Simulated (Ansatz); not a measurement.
Consider the silylene formation by 1,1-elimination: `C[SiH2][SiH](N)Cl` → `C[SiH3]` + `N[Si]Cl`.

Isolated molecules relaxed with PBE0-D4/def2-TZVP in Ansatz; ΔE leaves out vibrations. CBS: MP2 limit from def2 TZ/QZ plus the TZ coupled-cluster correction, frozen cores. This one scheme is used for every species. One conformer a species, not always the lowest.

| species | CCSD(T)/CBS(def2) energy (Eh) |
| --- | --- |
| `C[SiH2][SiH](N)Cl` | -1135.60184 |
| `C[SiH3]` | -330.73916 |
| `N[Si]Cl` | -804.81589 |

(1) Work out ΔE.

Largest T1 diagnostic among the species: 0.013.

## Answers

(1) ΔE = (-330.73916) + (-804.81589) − (-1135.60184) = 0.04679 Eh = +122.8 kJ/mol.

In def2-TZVPP, CCSD(T) changes the Hartree–Fock value by +13.4 kJ/mol (the triples alone add +1.9 kJ/mol) and MP2 by +23.0 kJ/mol. From r2SCAN to r2SCAN0 (25 % exact exchange), in def2-TZVPP and without D4, ΔE moves by +4.9 kJ/mol. At CCSD(T), def2-SVP lies −19.9 kJ/mol from the extrapolated value and def2-TZVPP −6.0 kJ/mol.
